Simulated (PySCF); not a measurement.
# `[BH3-]CC(F)(F)F`: 4 charge schemes on one density

Species: C₂H₅BF₃ (charge -1).
Structure used (PBE0-D3(BJ)/def2-SVP), in Å, numbered top down from 1:
```
atom  x, y, z in Å
B1    -1.299    0.518    0.415
C2    -0.111   -0.599    0.139
C3     1.266   -0.077   -0.056
F4     1.388    0.760   -1.104
F5     2.188   -1.066   -0.298
F6     1.754    0.582    1.012
H7    -1.055    1.170    1.448
H8    -1.404    1.294   -0.554
H9    -2.376   -0.095    0.565
H10   -0.040   -1.315    0.977
H11   -0.332   -1.196   -0.764
```

Density: PBE0/pcSseg-1 (PySCF); schemes: Mulliken, IAO, Hirshfeld and ESP-fitted. Geometry: PBE0-D3(BJ)/def2-SVP; no solvent, vibrations or thermal averaging. The pcSseg-1 basis has no diffuse functions, a weakness for an anion.

At which atom do the 4 schemes differ most?

At C3: from +0.242 (Hirshfeld) to +0.802 e (IAO), 0.560 e apart.

Which atoms carry the highest charge in the Mulliken, IAO, Hirshfeld and ESP-fitted schemes?

All schemes agree: Mulliken C3 (+0.733); IAO C3 (+0.802); Hirshfeld C3 (+0.242); ESP-fitted C3 (+0.599).

What partial charge does each atom carry?

In e:

```json
{"atom": "B1", "environment": "four-coordinate boron", "Mulliken": "-0.075", "IAO": "-0.489", "Hirshfeld": "-0.197", "ESP-fitted": "+0.037"}
{"atom": "C2", "environment": "sp3 carbon bound to boron", "Mulliken": "-0.433", "IAO": "-0.404", "Hirshfeld": "-0.188", "ESP-fitted": "-0.206"}
{"atom": "C3", "environment": "CF3 carbon", "Mulliken": "+0.733", "IAO": "+0.802", "Hirshfeld": "+0.242", "ESP-fitted": "+0.599"}
{"atom": "F4", "environment": "fluorine of a CF3 group", "Mulliken": "-0.296", "IAO": "-0.304", "Hirshfeld": "-0.121", "ESP-fitted": "-0.229"}
{"atom": "F5", "environment": "fluorine of a CF3 group", "Mulliken": "-0.331", "IAO": "-0.338", "Hirshfeld": "-0.160", "ESP-fitted": "-0.307"}
{"atom": "F6", "environment": "fluorine of a CF3 group", "Mulliken": "-0.297", "IAO": "-0.304", "Hirshfeld": "-0.122", "ESP-fitted": "-0.229"}
{"atom": "H7", "environment": "B–H hydrogen", "Mulliken": "-0.145", "IAO": "-0.067", "Hirshfeld": "-0.159", "ESP-fitted": "-0.241"}
{"atom": "H8", "environment": "B–H hydrogen", "Mulliken": "-0.144", "IAO": "-0.067", "Hirshfeld": "-0.159", "ESP-fitted": "-0.243"}
{"atom": "H9", "environment": "B–H hydrogen", "Mulliken": "-0.176", "IAO": "-0.070", "Hirshfeld": "-0.157", "ESP-fitted": "-0.247"}
{"atom": "H10", "environment": "methylene hydrogen", "Mulliken": "+0.082", "IAO": "+0.121", "Hirshfeld": "+0.010", "ESP-fitted": "+0.030"}
{"atom": "H11", "environment": "methylene hydrogen", "Mulliken": "+0.082", "IAO": "+0.121", "Hirshfeld": "+0.010", "ESP-fitted": "+0.037"}
```

Mean size of the charges over all atoms: IAO 0.281 e, Mulliken 0.254 e, ESP-fitted 0.219 e, Hirshfeld 0.139 e. Each set sums to the total charge, -1, to within 0.001 e. The Mulliken scheme counts on each atom the diagonal of the density matrix times the overlap matrix over that atom's basis functions. The ESP scheme is a least-squares fit of atom-centred charges to the potential on four shells outside the van der Waals surface, with the total charge fixed.

How closely do the schemes follow one another over all atoms?

Correlation coefficient and root-mean-square difference: Mulliken with ESP-fitted 0.95, 0.104 e; IAO with Hirshfeld 0.93, 0.232 e; Mulliken with IAO 0.92, 0.136 e; Mulliken with Hirshfeld 0.92, 0.195 e; Hirshfeld with ESP-fitted 0.89, 0.151 e; IAO with ESP-fitted 0.80, 0.208 e.

Sum the charges by element, for elements with more than one atom.

```
element  atoms  Mulliken     IAO  Hirshfeld  ESP-fitted
      C      2    +0.300  +0.398     +0.054      +0.392
      F      3    -0.924  -0.947     -0.402      -0.766
      H      5    -0.301  +0.038     -0.454      -0.663
```

How many electrons does the Mulliken scheme count on F5?

Z − q = 9 − (-0.331) = 9.331.

These values come from a run that also computed NMR shieldings. On an Arm Neoverse V1 with one thread (shared host), this took 12 s wall.
